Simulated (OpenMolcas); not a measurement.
**Cr+: effect of the level shift or regulariser**

```
Program             : OpenMolcas
Basis               : ANO-RCC-VTZP [6s5p3d2f1g]
Scalar Hamiltonian  : DKH2, point nucleus
Active space        : 5 electrons in 5 orbitals (3d)
State averaging     : 2S+1 = 6 even, 1 root; 2S+1 = 4 even, 24 roots; 2S+1 = 2 even, 75 roots (53 in the spin-orbit step)
Spin-orbit coupling : state interaction with AMFI integrals over the reference wave functions, term energies averaged over their components
```

Methods on the same reference wave functions:
A. CASSCF
B. MS-CASPT2, IPEA 0.25 Eh, imaginary shift 0.1 Eh (closed shells correlated: 3s 3p)
C. MS-CASPT2, IPEA 0.25 Eh, real shift 0.2 Eh (closed shells correlated: 3s 3p)
D. MS-CASPT2, IPEA 0.25 Eh, sigma2 regulariser 0.3 Eh (closed shells correlated: 3s 3p)

Energies in cm-1 above 3d5 6S 5/2, the measured ground level; measured values from NIST Handbook of Basic Atomic Spectroscopic Data.

```json
{"Level": "3d5 6S 5/2", "A": "0.0", "B": "0.0", "C": "0.0", "D": "0.0", "Measured": "0.0"}
{"Level": "3d5 4G 5/2", "A": "26124", "B": "21200", "C": "21240", "D": "21210", "Measured": "20512"}
{"Level": "3d5 4G 7/2", "A": "26131", "B": "21200", "C": "21250", "D": "21220", "Measured": "20518"}
{"Level": "3d5 4G 11/2", "A": "26132", "B": "21210", "C": "21250", "D": "21220", "Measured": "20512"}
{"Level": "3d5 4G 9/2", "A": "26135", "B": "21210", "C": "21250", "D": "21230", "Measured": "20519"}
{"Level": "3d5 4P 5/2", "A": "29993", "B": "22840", "C": "22950", "D": "22920", "Measured": "21823"}
{"Level": "3d5 4P 3/2", "A": "30012", "B": "22860", "C": "22960", "D": "22940", "Measured": "21824"}
{"Level": "3d5 4P 1/2", "A": "30033", "B": "22880", "C": "22980", "D": "22950", "Measured": "21824"}
{"Level": "3d5 4D 7/2", "A": "32501", "B": "25470", "C": "25580", "D": "25650", "Measured": ""}
{"Level": "3d5 4D 1/2", "A": "32522", "B": "25500", "C": "25610", "D": "25670", "Measured": ""}
{"Level": "3d5 4D 3/2", "A": "32540", "B": "25510", "C": "25620", "D": "25690", "Measured": ""}
{"Level": "3d5 4D 5/2", "A": "32546", "B": "25520", "C": "25630", "D": "25690", "Measured": ""}
{"Level": "3d5 2I 11/2", "A": "37074", "B": "31070", "C": "31120", "D": "31080", "Measured": ""}
{"Level": "3d5 2I 13/2", "A": "37090", "B": "31100", "C": "31140", "D": "31100", "Measured": ""}
{"Level": "3d5 2D 5/2", "A": "41767", "B": "32700", "C": "32800", "D": "32750", "Measured": ""}
{"Level": "3d5 2D 3/2", "A": "41996", "B": "32900", "C": "33000", "D": "32950", "Measured": ""}
{"Level": "3d5 2F 7/2(1)", "A": "42725", "B": "33770", "C": "33850", "D": "33790", "Measured": ""}
{"Level": "3d5 2F 5/2(1)", "A": "42996", "B": "34030", "C": "34120", "D": "34060", "Measured": ""}
{"Level": "3d5 4F 9/2", "A": "43682", "B": "34830", "C": "34920", "D": "34890", "Measured": ""}
{"Level": "3d5 4F 7/2", "A": "43695", "B": "34840", "C": "34930", "D": "34910", "Measured": ""}
{"Level": "3d5 4F 5/2", "A": "43721", "B": "34860", "C": "34960", "D": "34930", "Measured": ""}
{"Level": "3d5 4F 3/2", "A": "43742", "B": "34880", "C": "34980", "D": "34950", "Measured": ""}
{"Level": "3d5 2H 9/2", "A": "45376", "B": "37210", "C": "37280", "D": "37240", "Measured": ""}
{"Level": "3d5 2H 11/2", "A": "45438", "B": "37300", "C": "37370", "D": "37330", "Measured": ""}
```

Deviations, from unrounded energies. A percentage is the sum of absolute deviations over the sum of measured energies, with the sign that they share, or ± where signs differ.

| Against measurement | Levels | A | B | C | D |
| --- | --- | --- | --- | --- | --- |
| mean absolute deviation (cm-1) | 7 | 6700 | 840 | 910 | 880 |
| other terms of the ground configuration (%) | 7 | +31.9 | +4.0 | +4.3 | +4.2 |

B, D lie about equally close to measurement and A furthest from it. The largest miss of B in the table is 3d5 4P 1/2, by +1100 cm-1. The ranking rests on the paired levels alone, and a cruder setting can come out closer through cancelling errors.

Among B to D the level of the table that moves most is 3d5 4D 7/2, by 180 cm-1 (lowest in B, highest in D). Moves below CASPT2's spread within the term are not significant.

The mean deviations of B to D differ by less than CASPT2's widest spread within a term (1200 cm-1), so their order carries little weight.

From A to B the spin-free energies of the other terms of 3d5 shown, above 6S, scale by factors of 0.76 to 0.84, as is usual when dynamic correlation screens the repulsion within a d or f shell.

The lowest spin-free term lies below A's lowest term by 0.447 hartree in B, 0.446 hartree in C, 0.447 hartree in D.

CASPT2 breaks the degeneracy within a term, and the mean is taken; among the terms shown or strongly mixed into the levels shown the widest spread is 1200 cm-1 (3d5 4F, B). Some high roots are left out of the spin-orbit mixing, which shifts the levels that they would mix with. Without dynamic correlation excited terms often stand tens of per cent too high (terms of higher spin than the ground term too low), and those without a measured partner can miss by more than the paired ones (holds for A). The CASPT2 spread within a term exceeds the gap to the next term for 3d5 2F(1) and 3d5 4F, so the order of their levels is uncertain, and so are names and mixing where such terms share a J (holds for B; D). Computed and measured levels are paired by configuration, term and J; levels that our copy of the source lacks, or whose pairing is in doubt (as where it misses far off the trend of its configuration), stay unpaired and out of the deviations. Only configurations of the active space appear. Levels that lie high or do not pair safely by name in every column are left out.

A number in round brackets counts repeated terms of one configuration in the order of the reference energies.
